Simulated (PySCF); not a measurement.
Pd²⁺ (palladium, charge +2): UHF calculation

Configuration: [Kr] 4d8, high-spin 3F determinant. Calculation: PySCF 2.14, in def2-TZVP with the def2 core potential (28 electrons) (6s4p3d1f, 40 functions); a scalar-relativistic core potential.

```
Total energy             : -126.158662 hartree
One-electron energy      : -212.2228 hartree
Hartree (Coulomb) energy : 97.5665 hartree
Exchange energy          : -11.5023 hartree
⟨S²⟩                     : 2.0030
⟨L²⟩                     : 12.035
Sum of ⟨r⟩               : 19.22 bohr
Sum of ⟨r²⟩              : 27.08 bohr²
Time after the integrals : 0.15 s of wall time on 1 thread of Neoverse-V1 (shared host)
```

| shell | electrons | mean orbital energy (hartree) | spread (hartree) | rms radius, mean of both spins (bohr) |
| --- | --- | --- | --- | --- |
| 4s α | 1 | -4.92343 | 0 | 1.01 |
| 4s β | 1 | -4.77143 | 0 | 1.01 |
| 4p α | 3 | -3.47042 | 0 | 1.11 |
| 4p β | 3 | -3.28280 | 0 | 1.11 |
| 4d α | 5 | -1.29361 | 0.04422 | 1.48 |
| 4d β | 3 | -1.22398 | 0 | 1.48 |

Energies and moments cover only the electrons outside the core potential.
